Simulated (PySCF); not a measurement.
# Electronic structure of Ga (gallium, neutral) at the UHF level

Configuration: [Ar] 3d10 4s1 4p2, high-spin 4P determinant (an excited configuration). Computed with PySCF 2.14 in x2c-QZVPPall with one added diffuse shell each of s, p, d, f type (12s8p6d5f1g, 110 functions), with scalar relativity by spin-free X2C-1e.

```
Total energy                                                  : -1942.109362 hartree
One-electron energy                                           : -2707.4034 hartree
Hartree (Coulomb) energy                                      : 839.9051 hartree
Exchange energy                                               : -74.6111 hartree
⟨S²⟩                                                          : 3.7527
⟨L²⟩                                                          : 2.019
Sum of ⟨r⟩                                                    : 23.57 bohr
Sum of ⟨r²⟩                                                   : 41.95 bohr²
Traceless quadrupole moment −½Σ⟨3z² − r²⟩ along its main axis : 4.91 e·bohr²
Langevin diamagnetic susceptibility                           : -33.2 ×10⁻⁶ cm³/mol
```

| shell | electrons | mean orbital energy (eV) | spread (eV) | rms radius, mean of both spins (bohr) |
| --- | --- | --- | --- | --- |
| 1s α | 1 | -10442.7 | 0 | 0.0560 |
| 1s β | 1 | -10442.5 | 0 | 0.0560 |
| 2s α | 1 | -1342.4 | 0 | 0.235 |
| 2s β | 1 | -1342.3 | 0 | 0.235 |
| 2p α | 3 | -1164.3 | 0.007 | 0.211 |
| 2p β | 3 | -1164.3 | 0.106 | 0.211 |
| 3s α | 1 | -180.45 | 0 | 0.699 |
| 3s β | 1 | -179.99 | 0 | 0.699 |
| 3p α | 3 | -124.55 | 0.025 | 0.737 |
| 3p β | 3 | -124.31 | 0.312 | 0.737 |
| 3d α | 5 | -33.076 | 0.273 | 0.895 |
| 3d β | 5 | -32.948 | 0.351 | 0.895 |
| 4s α | 1 | -15.570 | 0 | 2.58 |
| 4p α | 2 | -7.220 | 0 | 3.37 |

Densities and radii are taken from the X2C orbitals without a picture-change correction, which distorts them close to the nucleus.

Spin-orbit constants ζ (cm⁻¹) from the X2C one-electron operator on these orbitals: bare nucleus, nucleus screened by l(l+1)(2l+1)/3 electrons, and screened by the Breit-Pauli mean field of the electrons.

```json
{"shell": "2p", "bare": "154600", "screened nucleus": "144600", "mean field": "n/a"}
{"shell": "3p", "bare": "19870", "screened nucleus": "18590", "mean field": "n/a"}
{"shell": "3d", "bare": "2075", "screened nucleus": "1406", "mean field": "n/a"}
{"shell": "4p", "bare": "667.4", "screened nucleus": "624.4", "mean field": "n/a"}
```

To first order the Landé constant is A = 208.1 cm⁻¹, so the lowest level has J = 1/2 and lies 0.0645 eV below the centre of the term. This holds in LS coupling only.
